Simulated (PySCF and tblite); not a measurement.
Values are calculated unless marked as measured or tabulated.
C₇H₁₂F₂O, numbered as in [CH3:1][C:2](=[O:3])[C:4]([F:5])([F:6])[CH2:7][CH:8]([CH3:9])[CH3:10].

Level: PBE0-D3(BJ)/def2-SVP//GFN2-xTB, thermal terms from GFN2-xTB, symmetry numbers and mirror pairs counted. Conformers within 3 kcal/mol (GFN2-xTB free energy) were kept, 10 at most. GIAO shieldings: KT2/6-31G*. Shifts are against CFCl3 (¹⁹F) at the same level. Programs: PySCF with density fitting and tblite.

Torsions listed: O3–C2–C4–F5, F5–C4–C7–C8, C4–C7–C8–C9. Of a mirror pair one member is shown.

```tsv
conformer	shape	symmetry	E(GFN2) kcal/mol	E(DFT) kcal/mol
1	-131°, -73°, 71°	C1 (pair)	0.33	0.00
2	-97°, 174°, 65°	C1 (pair)	0.49	0.52
3	-94°, -157°, 178°	C1 (pair)	0.00	0.18
4	-133°, -76°, -77°	C1 (pair)	1.81	1.19
5	-93°, -162°, -48°	C1 (pair)	1.36	1.09
```

Not shown: 2 more, 2.1 % in all.

Problem. How much do the weights at 298.15 K and the averaged shift of F5/F6 depend on how the conformers are weighted?

Solution. 
```tsv
weighting	1 (%)	2 (%)	3 (%)	4 (%)	5 (%)	δ (ppm)	rms dipole (D)
DFT energy with thermal terms, symmetry and mirror images (full scheme)	49	31	13	2	2	-141.5	1.06
DFT energy with symmetry and mirror images	39	16	29	5	6	-142.7	1.20
bare DFT energy	39	16	29	5	6	-142.7	1.20
GFN2-xTB energy with symmetry and mirror images	23	18	41	2	4	-142.9	1.50
GFN2-xTB free energy	32	38	20	1	1	-140.9	1.30
leading conformer alone	100	0	0	0	0	-144.8	0.65
equal weights	14	14	14	14	14	-142.2	1.82
full scheme, search stopped after three starts	95	0	0	5	0	-144.6	0.65
```

The largest departure from the full scheme, 3.3 ppm, comes with: leading conformer alone.

Unscaled ¹⁹F shifts at such levels can be off by tens of ppm; differences between conformers or isomers are more reliable.


Conformer gaps in def2-SVP on xTB geometries can be 2 kcal/mol too large for S=O, P=O and other polar bonds.